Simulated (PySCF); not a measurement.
Compound: C6H9OSi (doublet state).
Z-matrix (Å and degrees, GFN2-xTB geometry), rows numbered from 1:
```
C 
C   1  1.4768
C   2  1.5065  1  107.52
C   3  1.3662  2  127.62  1   -93.14
O   4  1.3415  3  110.90  2   177.24
C   5  1.3568  4  107.70  3    -0.38
Si  6  1.8716  5  117.52  4  -179.47
C   6  1.3683  5  109.04  4    -0.01
H   1  1.0729  2  120.11  3   -84.61
H   1  1.0730  2  119.70  3    78.86
H   2  1.0924  1  110.97  3  -118.81
H   2  1.0919  1  111.05  3   119.16
H   4  1.0725  3  131.58  2    -3.81
H   7  1.4628  6  107.13  5  -169.52
H   7  1.4651  6  109.59  5    70.75
H   7  1.4633  6  109.00  5   -49.36
H   8  1.0711  3  126.68  2     3.31
```

The hyperfine couplings belong to this conformer and change with its torsions.

Identity: `[CH2]Cc1coc([SiH3])c1` [radical].

Computed, not measured: UKS B3LYP, pcH-1 on C H O Si, non-relativistic, mean-field spin-orbit, GIAO in PySCF 2.14.0. The structure is a single GFN2-xTB conformer in the gas phase; no vibrational or solvent corrections. Couplings are sensitive to structure, and on GFN2-xTB geometries they can be far from those on DFT ones. Stability of the SCF solution: not tested.

Task: The isotropic 13C couplings are +100.2, +87.2, -27.2, +3.2 MHz. Assign them to C1; C2; C3; C4.

Result: 
```tsv
site	a_iso (MHz)	ρ(0) (bohr⁻³)	position	distance from C1 (Å)	spin population	largest |T| (MHz)
C1	+100.2	+0.0892	largest spin population	0.00	+1.07	162.6
C2	-27.2	-0.0242	1 bond from C1	1.48	-0.08	2.7
C3	+87.2	+0.0776	2 bonds from C1	2.41	+0.03	12.4
C4	+3.2	+0.0028	3 bonds from C1	3.33	+0.03	6.4
```

ρ(0) is the spin density at the nucleus and T the dipolar tensor; a_iso includes a spin–orbit part; entries for several nuclei are means. The Mulliken spin populations are largest on C1 (+1.07) and C2 (-0.08). C1 is the only atom above +0.15. The angles at C1 add up to 358.0°, so it is nearly planar; its axial dipolar tensor and the negative couplings of its protons fit spin in a p orbital normal to that plane.

Means are taken over nuclei equivalent by connectivity, which assumes that they swap fast. The 1H value of +29.7 MHz is a mean of couplings from 23.8 to 35.7 MHz in this one geometry, not an average over conformers.

On Arm Neoverse V1, one thread, shared host with 32 logical CPUs at a one-minute load of 13, this took 1.7 min of wall time (with the writing of density and orbital grids) and 0.96 GiB of memory at its peak.
